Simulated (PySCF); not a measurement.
Job file and geometry (Å, from GFN2-xTB) of an NMR shielding run on SMILES OB1C[SiH2]CO1, C2H7BO2Si, PySCF 2.14.0, density-fitted response routines, GIAO PBE0/pcSseg-1 NMR shielding, non-relativistic, gas phase; density fitting, a coarse starting grid and PySCF grid level 2 are the driver's defaults:

```
$ OMP_NUM_THREADS=1 python probes_run.py task.json out

{"job": {"kind": "nmr", "xc": "PBE0", "basis": "pcSseg-1"}, "charge": 0, "multiplicity": 1}
O      2.573888    -0.063620    -0.297212
B      1.232591    -0.085983    -0.152038
C      0.371892     1.240789     0.123412
Si    -1.395924     0.564463     0.233638
C     -0.846949    -1.256420    -0.077624
O      0.567765    -1.266832    -0.238429
H      2.964036    -0.923198    -0.458565
H      0.504683     1.969160    -0.674064
H      0.697888     1.738222     1.034485
H     -2.292071     1.017750    -0.835122
H     -2.017589     0.690051     1.555706
H     -1.084897    -1.930675     0.750404
H     -1.279701    -1.693220    -0.982319
```

Question: Write the output of this run.

Answer: 
```
coarse grid: 11400 points
cycle   1  E = -544.6912860829  dE =  7.434e-01  |g| = 8.280e-01  |ddm| = 3.161e+00
cycle   2  E = -544.5776339340  dE =  1.137e-01  |g| = 1.147e+00  |ddm| = 1.388e+00
cycle   3  E = -544.8196915901  dE = -2.421e-01  |g| = 7.951e-02  |ddm| = 8.856e-01
cycle   4  E = -544.8205615651  dE = -8.700e-04  |g| = 4.414e-02  |ddm| = 7.846e-02
cycle   5  E = -544.8209636518  dE = -4.021e-04  |g| = 8.990e-03  |ddm| = 3.527e-02
cycle   6  E = -544.8209745370  dE = -1.089e-05  |g| = 4.097e-03  |ddm| = 7.081e-03
cycle   7  E = -544.8209780311  dE = -3.494e-06  |g| = 3.482e-04  |ddm| = 3.377e-03
final grid: 105576 points
cycle   8  E = -544.8746789596  dE = -2.691e-05  |g| = 1.009e-02  |ddm| = 1.845e-02
cycle   9  E = -544.8746578558  dE =  2.110e-05  |g| = 1.472e-02  |ddm| = 1.501e-02
cycle  10  E = -544.8746988389  dE = -4.098e-05  |g| = 8.364e-04  |ddm| = 8.881e-03
cycle  11  E = -544.8746989721  dE = -1.333e-07  |g| = 2.802e-04  |ddm| = 9.015e-04
cycle  12  E = -544.8746989865  dE = -1.439e-08  |g| = 8.826e-05  |ddm| = 2.387e-04
cycle  13  E = -544.8746989878  dE = -1.232e-09  |g| = 2.797e-05  |ddm| = 6.441e-05
cycle  14  E = -544.8746989879  dE = -1.494e-10  |g| = 2.751e-06  |ddm| = 2.075e-05
converged SCF energy = -544.8746989879

GIAO shielding tensors (ppm)
atom      isotropic    diamagn.    paramagn.     s11        s22        s33       span
  0 O      224.713     384.370    -159.657    121.868    262.689    289.583    167.715
  1 B       66.945     195.651    -128.706     61.841     66.446     72.547     10.707
  2 C      196.064     258.426     -62.362    190.467    191.550    206.174     15.707
  3 Si     383.207     880.644    -497.438    332.041    385.274    432.305    100.264
  4 C      128.009     248.363    -120.355     81.666    109.190    193.170    111.503
  5 O      194.403     396.442    -202.038     19.238    280.706    283.266    264.028
  6 H       27.548      30.781      -3.233     21.258     23.307     38.077     16.819
  7 H       31.442      30.945       0.497     26.382     28.402     39.541     13.159
  8 H       31.448      30.957       0.491     26.388     28.413     39.542     13.154
  9 H       27.340      29.281      -1.941     24.171     24.939     32.909      8.738
 10 H       27.344      29.289      -1.944     24.172     24.945     32.916      8.744
 11 H       27.534      29.694      -2.160     22.908     26.337     33.357     10.449
 12 H       27.535      29.697      -2.161     22.906     26.337     33.362     10.456
```

Size and cost of the density-fitted run: 144 basis functions, 52 s wall time on 1 thread of an Intel Xeon, shared host; peak memory 0.71 GiB.
